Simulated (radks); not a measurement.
All-electron atom: O3+ in [He] 2p3 (not the ground configuration). Method: scalar-relativistic Kohn-Sham, PBE, spin-polarised, spherical densities, finite nucleus; open shells are filled with parallel spins first; Fermi nuclear charge, rms radius 2.6991 fm; computed with a radial shooting solver on a logarithmic mesh with Libxc functionals.

Unscreened Slater integrals over Kohn-Sham orbitals (hartree). They are taken over the spin-up orbitals.

integral,value
"F0(2p,2p)",0.99484
"F2(2p,2p)",0.46736
"F0(2p,1s)",1.3786
"G1(2p,1s)",0.18308
"F0(1s,1s)",4.7255

Derived for the open shells (J is the average intra-shell exchange parameter used in DFT+U). 2p: J = F2/5 = 0.09347 hartree.
